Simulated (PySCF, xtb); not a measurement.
SiHFCl₂, SMILES F[SiH](Cl)Cl.

Coordinates come from a ωB97X-D3(BJ)/def2-SVP optimisation.

Method: C-PCM-PBE0/def2-SVP in PySCF.

The values are the electrostatic part of the solvation free energy, E(continuum) − E(gas) at the gas-phase geometry, in a cavity of scaled van der Waals radii (PySCF's table); cavitation and dispersion terms are not included. In vacuum the orbital gap is 10.08 eV. The dipole moment in vacuum is 1.20 D.

Computed values in water (ε = 78.36), N,N-dimethylformamide (ε = 37.22), 2-propanol (ε = 19.26):
```tsv
solvent	ε	ΔG(elec) (kcal/mol)	dipole (D)	gap (eV)
water	78.36	-1.5	1.51	10.20
N,N-dimethylformamide	37.22	-1.5	1.50	10.20
2-propanol	19.26	-1.4	1.49	10.20
```

For comparison, GFN2-xTB/ALPB(water) (xtb, at the GFN2-xTB geometry, all terms of that model) gives 0.1 kcal/mol.
